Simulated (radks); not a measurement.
Values are calculated unless marked as measured or tabulated.
Species: Cs+. Configuration: [Xe].

Level of theory: scalar-relativistic Kohn-Sham, PBE, spin-polarised, spherical densities, point nucleus (a radial shooting solver on a logarithmic mesh with Libxc functionals).

Energy parts (hartree):
part                       energy
total                  -7786.7884
kinetic                 8204.5337
electron-nucleus      -18833.4119
Hartree                 3033.9815
exchange-correlation    -191.8917

Orbitals (lengths in bohr, moments of r in powers of bohr; r(max) is where P^2 peaks; r(90%) holds 90 % of the orbital's charge):
| orbital | occ. | eigenvalue (hartree) | <r> | r(90%) | <r^4> | r(max) |
|---|---|---|---|---|---|---|
| 1s | 2 | -1315.825 | 0.02611 | 0.0470 | 2.245e-06 | 0.01678 |
| 2s | 2 | -206.5625 | 0.1121 | 0.173 | 0.0003777 | 0.09488 |
| 2p | 6 | -185.3098 | 0.09821 | 0.160 | 0.0002743 | 0.07619 |
| 3s | 2 | -43.09604 | 0.2990 | 0.439 | 0.01583 | 0.2725 |
| 3p | 6 | -36.25770 | 0.2970 | 0.445 | 0.01659 | 0.2666 |
| 3d | 10 | -26.22362 | 0.2736 | 0.429 | 0.01417 | 0.2204 |
| 4s | 2 | -8.28834 | 0.6947 | 0.999 | 0.4339 | 0.6426 |
| 4p | 6 | -6.10238 | 0.7394 | 1.08 | 0.5838 | 0.6730 |
| 4d | 10 | -2.92114 | 0.8366 | 1.27 | 1.109 | 0.7207 |
| 5s | 2 | -1.17372 | 1.738 | 2.52 | 17.40 | 1.544 |
| 5p | 6 | -0.68612 | 2.071 | 3.05 | 37.67 | 1.779 |

The highest occupied level is 5p at -18.670 eV. The density falls to 0.001 e/bohr^3 at r = 4.03 bohr. Summed over all electrons, <r^2> = 50.89 bohr^2, which gives a Langevin (diamagnetic) susceptibility term of -40.3 x 10^-6 cm^3/mol. For comparison, the ionisation energy in NIST's Atomic Spectra Database is 23.157 eV (measured). In exact Kohn-Sham theory the highest level is minus the ionisation energy, but local and semilocal functionals leave it too shallow, through self-interaction and a potential that decays too fast; potentials with the right tail come closer.

Run on one thread of a shared host, so times are rough (Arm Neoverse N1): 0.32 s of CPU time, 0.32 s wall, 13 iterations on 2648 mesh points.
